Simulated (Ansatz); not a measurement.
Ansatz (an electronic-structure program) input (B3LYP-D3(BJ)/def2-TZVP):

Ansatz 0.2 input:
```yaml
crystal:
  periodic: [false, false, false]
  atoms:
    - {symbol: C, position_ang: [-1.53987489, 0.03915439, 0.09174102]}
    - {symbol: C, position_ang: [-0.36193975, -0.37539377, -0.77845974]}
    - {symbol: C, position_ang: [0.96532681, -0.11600465, -0.24776119]}
    - {symbol: O, position_ang: [1.20764649, 0.42101830, 0.86771278]}
    - {symbol: H, position_ang: [-1.54887711, -0.49308341, 1.04573096]}
    - {symbol: H, position_ang: [-1.55404977, 1.11655263, 0.27192710]}
    - {symbol: H, position_ang: [-2.47047873, -0.20749115, -0.41510041]}
    - {symbol: H, position_ang: [-0.37059478, 0.09573811, -1.77631676]}
    - {symbol: H, position_ang: [-0.36563074, -1.44897971, -1.03372118]}
    - {symbol: H, position_ang: [1.86558377, -0.37963425, -0.80217097]}
    - {symbol: H, position_ang: [0.40180237, 0.66221553, 1.37482849]}
basis:
  gaussian:
    orbitals: def2-TZVP
hamiltonian:
  xc: b3lyp
  dispersion: d3bj
total_charge: 1
phonons: {temperatures: {t_min: 298.15, t_max: 298.15, t_step: 100}}
```

Output:

```
Functional definition: B3LYP
integrals: 0.07 GiB planned
999 factors; their error is unknown
mean field: 0.70 GiB planned
mean field evaluation 1: about -5251.3204 eV, gradient 8.7e1 eV
mean field evaluation 2: about -5241.6907 eV, gradient 1.1e2 eV
mean field evaluation 4: about -5266.3578 eV, gradient 8.2e0 eV
mean field evaluation 8: about -5266.4639 eV, gradient 5.8e-1 eV
mean field evaluation 16: about -5266.4644 eV, gradient 2.7e-5 eV
mean field -5266.46436794 eV, -193.5389957840 hartree, gradient 2.7e-5 eV, S^2 0.000000; 0 other end points of the search recorded, 0 dependent functions left out
the calculation of the forces begins
reference -5266.46459474 eV, -193.5390041187 hartree; 16, 16 occupied and 150, 150 virtual orbitals, 999 factors
these checks for a lower state are left out or cut short: stability, starts, cluster_reference, orbital_swaps, neighbouring_geometries, increment
integrals: 0.07 GiB planned
999 factors; their error is unknown
mean field: 0.70 GiB planned
mean field -5266.46421057 eV, -193.5389900007 hartree, gradient 2.5e-6 eV, S^2 0.000000; 0 other end points of the search recorded, 0 dependent functions left out
the calculation of the forces begins
reference -5266.46443736 eV, -193.5389983353 hartree; 16, 16 occupied and 150, 150 virtual orbitals, 999 factors
these checks for a lower state are left out or cut short: stability, starts, cluster_reference, orbital_swaps, neighbouring_geometries, increment
integrals: 0.07 GiB planned
999 factors; their error is unknown
mean field: 0.70 GiB planned
mean field evaluation 32: about -5266.4642 eV, gradient 1.2e-6 eV
mean field -5266.46420627 eV, -193.5389898427 hartree, gradient 2.5e-6 eV, S^2 0.000000; 0 other end points of the search recorded, 0 dependent functions left out
the calculation of the forces begins
reference -5266.46443307 eV, -193.5389981776 hartree; 16, 16 occupied and 150, 150 virtual orbitals, 999 factors
these checks for a lower state are left out or cut short: stability, starts, cluster_reference, orbital_swaps, neighbouring_geometries, increment
integrals: 0.07 GiB planned
999 factors; their error is unknown
mean field: 0.70 GiB planned
mean field -5266.46417804 eV, -193.5389888053 hartree, gradient 2.5e-6 eV, S^2 0.000000; 0 other end points of the search recorded, 0 dependent functions left out
the calculation of the forces begins
reference -5266.46440480 eV, -193.5389971388 hartree; 16, 16 occupied and 150, 150 virtual orbitals, 999 factors
these checks for a lower state are left out or cut short: stability, starts, cluster_reference, orbital_swaps, neighbouring_geometries, increment
integrals: 0.07 GiB planned
999 factors; their error is unknown
mean field: 0.70 GiB planned
mean field -5266.46422997 eV, -193.5389907136 hartree, gradient 2.5e-6 eV, S^2 0.000000; 0 other end points of the search recorded, 0 dependent functions left out
the calculation of the forces begins
reference -5266.46445680 eV, -193.5389990496 hartree; 16, 16 occupied and 150, 150 virtual orbitals, 999 factors
these checks for a lower state are left out or cut short: stability, starts, cluster_reference, orbital_swaps, neighbouring_geometries, increment
integrals: 0.07 GiB planned
999 factors; their error is unknown
mean field: 0.70 GiB planned
mean field -5266.46419284 eV, -193.5389893491 hartree, gradient 2.5e-6 eV, S^2 0.000000; 0 other end points of the search recorded, 0 dependent functions left out
the calculation of the forces begins
reference -5266.46441959 eV, -193.5389976822 hartree; 16, 16 occupied and 150, 150 virtual orbitals, 999 factors
these checks for a lower state are left out or cut short: stability, starts, cluster_reference, orbital_swaps, neighbouring_geometries, increment
integrals: 0.07 GiB planned
[...]
999 factors; their error is unknown
mean field: 0.70 GiB planned
mean field -5266.46435158 eV, -193.5389951829 hartree, gradient 2.5e-6 eV, S^2 0.000000; 0 other end points of the search recorded, 0 dependent functions left out
the calculation of the forces begins
reference -5266.46457837 eV, -193.5390035172 hartree; 16, 16 occupied and 150, 150 virtual orbitals, 999 factors
these checks for a lower state are left out or cut short: stability, starts, cluster_reference, orbital_swaps, neighbouring_geometries, increment
integrals: 0.07 GiB planned
999 factors; their error is unknown
mean field: 0.70 GiB planned
mean field evaluation 224: about -5266.4644 eV, gradient 2.5e-6 eV
mean field -5266.46435394 eV, -193.5389952694 hartree, gradient 2.5e-6 eV, S^2 0.000000; 0 other end points of the search recorded, 0 dependent functions left out
the calculation of the forces begins
reference -5266.46458074 eV, -193.5390036044 hartree; 16, 16 occupied and 150, 150 virtual orbitals, 999 factors
these checks for a lower state are left out or cut short: stability, starts, cluster_reference, orbital_swaps, neighbouring_geometries, increment
integrals: 0.07 GiB planned
999 factors; their error is unknown
mean field: 0.70 GiB planned
mean field -5266.46433983 eV, -193.5389947510 hartree, gradient 2.5e-6 eV, S^2 0.000000; 0 other end points of the search recorded, 0 dependent functions left out
the calculation of the forces begins
reference -5266.46456664 eV, -193.5390030863 hartree; 16, 16 occupied and 150, 150 virtual orbitals, 999 factors
these checks for a lower state are left out or cut short: stability, starts, cluster_reference, orbital_swaps, neighbouring_geometries, increment
integrals: 0.07 GiB planned
999 factors; their error is unknown
mean field: 0.70 GiB planned
mean field -5266.46434198 eV, -193.5389948299 hartree, gradient 2.5e-6 eV, S^2 0.000000; 0 other end points of the search recorded, 0 dependent functions left out
the calculation of the forces begins
reference -5266.46456876 eV, -193.5390031640 hartree; 16, 16 occupied and 150, 150 virtual orbitals, 999 factors
these checks for a lower state are left out or cut short: stability, starts, cluster_reference, orbital_swaps, neighbouring_geometries, increment
integrals: 0.07 GiB planned
999 factors; their error is unknown
mean field: 0.70 GiB planned
mean field -5266.46426087 eV, -193.5389918491 hartree, gradient 2.5e-6 eV, S^2 0.000000; 0 other end points of the search recorded, 0 dependent functions left out
the calculation of the forces begins
reference -5266.46448766 eV, -193.5390001836 hartree; 16, 16 occupied and 150, 150 virtual orbitals, 999 factors
these checks for a lower state are left out or cut short: stability, starts, cluster_reference, orbital_swaps, neighbouring_geometries, increment
integrals: 0.07 GiB planned
999 factors; their error is unknown
mean field: 0.70 GiB planned
mean field -5266.46431411 eV, -193.5389938058 hartree, gradient 2.5e-6 eV, S^2 0.000000; 0 other end points of the search recorded, 0 dependent functions left out
the calculation of the forces begins
reference -5266.46454091 eV, -193.5390021407 hartree; 16, 16 occupied and 150, 150 virtual orbitals, 999 factors
these checks for a lower state are left out or cut short: stability, starts, cluster_reference, orbital_swaps, neighbouring_geometries, increment
integrals: 0.07 GiB planned
999 factors; their error is unknown
mean field: 0.70 GiB planned
mean field evaluation 256: about -5266.4643 eV, gradient 3.7e-4 eV
mean field -5266.46431271 eV, -193.5389937544 hartree, gradient 2.5e-6 eV, S^2 0.000000; 0 other end points of the search recorded, 0 dependent functions left out
the calculation of the forces begins
reference -5266.46453949 eV, -193.5390020884 hartree; 16, 16 occupied and 150, 150 virtual orbitals, 999 factors
these checks for a lower state are left out or cut short: stability, starts, cluster_reference, orbital_swaps, neighbouring_geometries, increment
integrals: 0.07 GiB planned
999 factors; their error is unknown
mean field: 0.70 GiB planned
mean field -5266.46432663 eV, -193.5389942658 hartree, gradient 2.5e-6 eV, S^2 0.000000; 0 other end points of the search recorded, 0 dependent functions left out
the calculation of the forces begins
reference -5266.46455345 eV, -193.5390026012 hartree; 16, 16 occupied and 150, 150 virtual orbitals, 999 factors
these checks for a lower state are left out or cut short: stability, starts, cluster_reference, orbital_swaps, neighbouring_geometries, increment
integrals: 0.07 GiB planned
999 factors; their error is unknown
mean field: 0.70 GiB planned
mean field -5266.46434210 eV, -193.5389948346 hartree, gradient 2.5e-6 eV, S^2 0.000000; 0 other end points of the search recorded, 0 dependent functions left out
the calculation of the forces begins
reference -5266.46456893 eV, -193.5390031703 hartree; 16, 16 occupied and 150, 150 virtual orbitals, 999 factors
these checks for a lower state are left out or cut short: stability, starts, cluster_reference, orbital_swaps, neighbouring_geometries, increment
integrals: 0.07 GiB planned
999 factors; their error is unknown
mean field: 0.70 GiB planned
mean field -5266.46430623 eV, -193.5389935163 hartree, gradient 2.5e-6 eV, S^2 0.000000; 0 other end points of the search recorded, 0 dependent functions left out
the calculation of the forces begins
reference -5266.46453300 eV, -193.5390018500 hartree; 16, 16 occupied and 150, 150 virtual orbitals, 999 factors
these checks for a lower state are left out or cut short: stability, starts, cluster_reference, orbital_swaps, neighbouring_geometries, increment
integrals: 0.07 GiB planned
999 factors; their error is unknown
mean field: 0.70 GiB planned
mean field evaluation 288: about -5266.4643 eV, gradient 1.2e-6 eV
mean field -5266.46433302 eV, -193.5389945009 hartree, gradient 2.5e-6 eV, S^2 0.000000; 0 other end points of the search recorded, 0 dependent functions left out
the calculation of the forces begins
reference -5266.46455984 eV, -193.5390028363 hartree; 16, 16 occupied and 150, 150 virtual orbitals, 999 factors
these checks for a lower state are left out or cut short: stability, starts, cluster_reference, orbital_swaps, neighbouring_geometries, increment
integrals: 0.07 GiB planned
999 factors; their error is unknown
mean field: 0.70 GiB planned
mean field -5266.46428349 eV, -193.5389926806 hartree, gradient 2.5e-6 eV, S^2 0.000000; 0 other end points of the search recorded, 0 dependent functions left out
the calculation of the forces begins
reference -5266.46451027 eV, -193.5390010145 hartree; 16, 16 occupied and 150, 150 virtual orbitals, 999 factors
these checks for a lower state are left out or cut short: stability, starts, cluster_reference, orbital_swaps, neighbouring_geometries, increment
integrals: 0.07 GiB planned
999 factors; their error is unknown
mean field: 0.70 GiB planned
mean field -5266.46432754 eV, -193.5389942995 hartree, gradient 2.5e-6 eV, S^2 0.000000; 0 other end points of the search recorded, 0 dependent functions left out
the calculation of the forces begins
reference -5266.46455434 eV, -193.5390026343 hartree; 16, 16 occupied and 150, 150 virtual orbitals, 999 factors
these checks for a lower state are left out or cut short: stability, starts, cluster_reference, orbital_swaps, neighbouring_geometries, increment
integrals: 0.07 GiB planned
999 factors; their error is unknown
mean field: 0.70 GiB planned
mean field -5266.46430643 eV, -193.5389935237 hartree, gradient 2.5e-6 eV, S^2 0.000000; 0 other end points of the search recorded, 0 dependent functions left out
the calculation of the forces begins
reference -5266.46453323 eV, -193.5390018583 hartree; 16, 16 occupied and 150, 150 virtual orbitals, 999 factors
Total energy: -5266.76954200 eV, -193.5502107240 hartree
Atom 0 at    -1.539875     0.039154     0.091741 Å, force     0.000127    -0.000024    -0.000050 eV/Å
Atom 1 at    -0.361940    -0.375394    -0.778460 Å, force    -0.000364    -0.000047    -0.000096 eV/Å
Atom 2 at     0.965327    -0.116005    -0.247761 Å, force     0.000343     0.000313     0.000648 eV/Å
Atom 3 at     1.207646     0.421018     0.867713 Å, force     0.000094    -0.000207    -0.000431 eV/Å
Atom 4 at    -1.548877    -0.493083     1.045731 Å, force    -0.000098    -0.000061     0.000149 eV/Å
Atom 5 at    -1.554050     1.116553     0.271927 Å, force    -0.000098     0.000154     0.000045 eV/Å
Atom 6 at    -2.470479    -0.207491    -0.415100 Å, force     0.000100    -0.000038    -0.000079 eV/Å
Atom 7 at    -0.370595     0.095738    -1.776317 Å, force    -0.000076     0.000043    -0.000138 eV/Å
Atom 8 at    -0.365631    -1.448980    -1.033721 Å, force    -0.000075    -0.000135    -0.000052 eV/Å
Atom 9 at     1.865584    -0.379634    -0.802171 Å, force     0.000069     0.000023     0.000047 eV/Å
Atom 10 at     0.401802     0.662216     1.374828 Å, force    -0.000022    -0.000021    -0.000043 eV/Å
Dipole moment:     0.120939    -0.065887    -0.137864 e Å
Vibrations: 158.52 239.36 249.15 562.27 632.74 828.69 875.47 1012.15 1012.46 1095.63 1140.05 1237.27 1262.29 1345.61 1389.67 1429.21 1457.27 1498.56 1505.22 1615.63 2973.74 2976.03 3038.70 3100.61 3137.66 3156.19 3564.22 cm⁻¹, zero-point energy 2.634314 eV
```

It need not be the lowest isomer of its formula.
